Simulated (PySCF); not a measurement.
**Working out the ionisation energy of N(2+)**

N(2+) [He] 2s2 2p1 (2P) → N(3+) [He] 2s2 (1S). All numbers are calculated (PySCF 2.14, scalar relativity by spin-free X2C-1e, in aug-cc-pCVTZ-DK). Frozen: 1s2. Energies in hartree (1 hartree = 27.21139 eV):

```tsv
part	N(2+) (lower)	N(3+) (upper)
UHF	-52.847546	-51.110654
CCSD correlation	-0.084715	-0.086334
(T)	-0.001071	0.000000
```

Problem. What does Hartree-Fock give?

Solution. (-51.110654) − (-52.847546) = 1.736892 hartree = 47.263 eV.

Problem. What do CCSD and CCSD(T) give?

Solution. The CCSD correlation energies differ by -0.001619 hartree = -0.044 eV and the triples by 0.001071 hartree = 0.029 eV, so CCSD gives 47.219 eV and CCSD(T) 47.248 eV.

A first-order spin-orbit estimate adds 0.014 eV to CCSD(T) (valence), giving 47.262 eV against 47.445 eV (semi-empirical (NIST evaluation); NIST Atomic Spectra Database, ionization energies).

The coupled-cluster amplitudes are large, so a single reference is strained.

What remains against the reference includes basis incompleteness, the frozen core and higher excitations.
